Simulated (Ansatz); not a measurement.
Cost and result up the ladder for cyclo-(AsH)3 (As₃H₃) (6 atoms). Charge 0, multiplicity 1. Geometry: PBE-D4/def2-SVP.

```xyz
6

As    0.463   -0.169    1.380
As   -1.018   -0.893   -0.463
As    1.001    0.439   -0.977
H    -0.410    1.080    1.632
H    -0.216   -2.205   -0.618
H     0.181    1.748   -0.955
```

Ansatz on 4 threads of Intel Xeon Platinum 8259CL on a shared host. Times are rough, and most runs start from the orbitals of an earlier one. CAM-B3LYP-D4/def2-TZVP serves as the yardstick here, not as an exact answer. Differences are given only for rows in sets of like size (and for xTB, whose basis is part of the method), since another set adds its own error. Binding counts from free atoms at the same level (As quartet, H doublet; other spins of the atoms weren't run), without zero-point energy or a counterpoise term.

The 6-31G sets use Cartesian d functions. B3LYP takes the VWN-RPA correlation. Correlated methods freeze 27 core orbitals; core or outer-core shells of As are correlated, in sets that lack core-valence functions.

Correlated methods converge slowly with the basis.

| level | functions | wall time | binding energy per atom (eV) | difference from CAM-B3LYP-D4/def2-TZVP (eV) |
| --- | --- | --- | --- | --- |
| HF/STO-3G | 57 | 0.3 s | 2.04 | – |
| PBE-D4/def2-SVP | 111 | 0.8 s | 2.53 | – |
| HF/6-31G | 93 | 0.85 s | 0.90 | – |
| LDA (SPW92)/def2-TZVP | 162 | 0.85 s | 2.99 | 0.54 |
| B3LYP-D4/6-31G | 93 | 1.2 s | 2.25 | – |
| PBE-D4/def2-TZVP | 162 | 1.3 s | 2.55 | 0.10 |
| PBE0-D4/def2-SVP | 111 | 1.5 s | 2.43 | – |
| HF/def2-TZVP | 162 | 2.2 s | 1.31 | -1.14 |
| BHLYP-D4/def2-TZVP | 162 | 2.3 s | 2.38 | -0.07 |
| PBE0-D4/def2-TZVP | 162 | 2.4 s | 2.45 | 0.00 |
| MP2/def2-TZVP | 162 | 2.5 s | 2.24 | -0.21 |
| CAM-B3LYP-D4/def2-TZVP | 162 | 2.9 s | 2.45 | 0.00 |
| r2SCAN-D4/def2-TZVP (with forces) | 162 | 3 s | 2.48 | 0.03 |
| r2SCANh-D4/def2-TZVP | 162 | 3.4 s | 2.44 | -0.01 |
